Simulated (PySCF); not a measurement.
Species: neo-PeOEt, C₇H₁₆O.
SMILES with atom numbers: `[CH3:1][CH2:2][O:3][CH2:4][C:5]([CH3:6])([CH3:7])[CH3:8]` (hydrogens: H9, H10, H11 on C1; H12, H13 on C2; H14, H15 on C4; H16, H17, H18 on C6; H19, H20, H21 on C7; H22, H23, H24 on C8)

All values: PBE0/pcSseg-1 (PySCF, non-relativistic), on one gas-phase PBE0-D3(BJ)/def2-SVP geometry that isn't relaxed in the solvent. The solvent is an IEF-PCM continuum (Bondi radii, 1.10 Å for H, scaled by 1.2). Only the electrostatic response of the medium enters.

Gas phase at PBE0/pcSseg-1: HOMO -7.29 eV, LUMO 1.36 eV, dipole 1.15 D.

Problem. What does the continuum do to the energy, the frontier levels and the dipole at PBE0/pcSseg-1 in cyclohexane, chloroform and acetone?

Solution. 
| solvent | ε | E(solvent) − E(gas) (kcal/mol) | polarisation term (kcal/mol) | distortion of the solute (kcal/mol) | HOMO (eV) | LUMO (eV) | dipole (D) |
| --- | --- | --- | --- | --- | --- | --- | --- |
| cyclohexane | 2.017 | -0.89 | -0.93 | 0.04 | -7.26 | 1.43 | 1.31 |
| chloroform | 4.711 | -1.68 | -1.84 | 0.16 | -7.27 | 1.47 | 1.47 |
| acetone | 20.49 | -2.34 | -2.68 | 0.34 | -7.28 | 1.49 | 1.62 |

The polarisation term is half the interaction of the solute with the surface charges that it induces; the rest is the cost of distorting the solute's density. The sum is the electrostatic part of solvation alone. From cyclohexane to acetone the lowering changes by a factor 2.63, Onsager's factor (ε − 1)/(2ε + 1) by 2.30 and ε itself by 10.2.

Problem. Which radius a makes the point-dipole formula ΔE = −[(ε − 1)/(2ε + 1)]·μ²/a³ give the value in acetone, with the gas-phase dipole?

Solution. μ = 0.454 au and |ΔE| = 0.00372 Eh give a = 1.56 Å; the farthest nucleus lies 4.25 Å from the centroid of the nuclei, so such a sphere wouldn't even hold the nuclei. The formula assumes a rigid point dipole at the centre of a sphere.

Problem. Which IAO charges (PBE0/pcSseg-1) respond most in acetone (means over atoms taken as equivalent)?

Solution. 
```tsv
atoms	environment	gas (e)	solvent (e)	change
O3	ether oxygen	-0.395	-0.411	-0.016
H14/H15	methylene hydrogen	+0.102	+0.109	+0.007
H12/H13	methylene hydrogen	+0.126	+0.131	+0.005
C2	sp3 carbon bound to oxygen	-0.039	-0.043	-0.004
C1	methyl carbon	-0.431	-0.435	-0.004
C6/C7/C8	methyl carbon	-0.408	-0.412	-0.004
```

Problem. How do the nuclear quadrupole coupling constants eQVzz/h respond in acetone?

Solution. 
```tsv
nucleus	Q (barn)	gas (MHz)	solvent (MHz)	η gas	η solvent
17O at O3	-0.0256	-11.97	-11.81	0.97	0.97
```

The values belong to the conformer `[CH3:1][CH2:2][O:3][CH2:4][C:5]([CH3:6])([CH3:7])[CH3:8]`: C1–C2–O3–C4 74°, C2–O3–C4–C5 173°, O3–C4–C5–C6 180°.
